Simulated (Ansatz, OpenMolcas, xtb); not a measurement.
# Redistribution: CBr2ClF + C2H4 → CHBrClF + C2H3Br

Species: CBr2ClF (dibromochlorofluoromethane) `FC(Cl)(Br)Br`, singlet; C2H4 `C=C`, singlet; CHBrClF (bromochlorofluoromethane) `FC(Cl)Br`, singlet; C2H3Br (vinyl bromide) `C=CBr`, singlet. The partners trade Br for H; both sit on C, so the bond types are kept.

Shapes, held fixed at every level: PBE0-D4/def2-TZVP. Programs: Ansatz 0.2.0, OpenMolcas 26.06, xtb 6.7.1. The zero-point and thermal change to 298 K, harmonic and unscaled (PBE0-D4/def2-TZVP), is +3.4 kJ/mol.

Problem. Estimate the reaction enthalpy at 298 K.

Solution. From tabulated heats of formation (Active Thermochemical Tables), ΔH(298 K) = -23.3 kJ/mol. Nearest: MP2/def2-TZVPP (-7.0); farthest: GFN2-xTB (-18.0). 3 of 9 levels lie within 10 kJ/mol. Relativity is left out for Br. Outer-core shells of Br are correlated in most correlated rows, in sets that cover them unevenly.

| level | kind | ΔH (kJ/mol) | computed − measured |
| --- | --- | --- | --- |
| GFN2-xTB | semi-empirical | -41.3 | -18.0 |
| PBE-D4/def2-TZVPP | GGA | -30.4 | -7.1 |
| B3LYP/6-31G* (spherical functions) | global hybrid | -39.9 | -16.7 |
| B3LYP-D4/def2-TZVPP | global hybrid | -32.0 | -8.7 |
| BHLYP-D4/def2-TZVPP | global hybrid | -35.6 | -12.4 |
| r2SCAN0-D4/def2-TZVPP | global hybrid | -35.8 | -12.5 |
| MP2/def2-TZVPP | perturbation theory | -30.3 | -7.0 |
| CCSD/def2-TZVPP | coupled cluster or CI | -36.9 | -13.6 |
| CCSD(T)/def2-TZVPP | coupled cluster or CI | -33.7 | -10.4 |
